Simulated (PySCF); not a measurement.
A structure optimised at PBE0-D3(BJ)/def2-SVP (Å):
```
atom  x, y, z in Å
Si1   -1.7049    0.5550   -0.0476
S2    -0.6501   -0.7770    1.2801
Ge3    1.1989   -1.0569    0.0716
S4     1.9406    0.9043   -0.6762
H5    -3.1396    0.4412    0.3433
H6    -1.2619    1.9690    0.1082
H7    -1.5265    0.1239   -1.4657
H8     0.9211   -1.8727   -1.1998
H9     2.2076   -1.7419    1.0059
H10    2.0677    1.4353    0.5599
```

Charge 0, singlet.

Task: Which heavy atoms are bonded, and with what formal order?

Result: Si1–S2 2.16 Å (single); S2–Ge3 2.23 Å (single); Ge3–S4 2.23 Å (single). Bonds to hydrogen (Å): Si1–H5 1.49; Si1–H6 1.49; Si1–H7 1.49; Ge3–H8 1.54; Ge3–H9 1.54; S4–H10 1.35.

Task: Write the SMILES.

Result: `[SiH3][S][GeH2][SH]`, GeH6S2Si.

Task: Name the point group.

Result: C1 (no symmetry element, even within 0.4 Å).

Task: Describe the place of each heavy atom.

Result: Si1: SiH3 silicon; S2: sulfur bonded to Ge and Si; Ge3: germanium bonded to 2 S and 2 H; S4: sulfur bonded to Ge and H.

Task: What is the arrangement about Ge3?

Result: It has 4 neighbours (S2, S4, H8, H9) and is distorted tetrahedral (angles from 104.5° to 112.7°).

Task: What is the arrangement about S4?

Result: It has 2 neighbours (Ge3, H10) and is bent (angle 94.0°).

These are computed values.
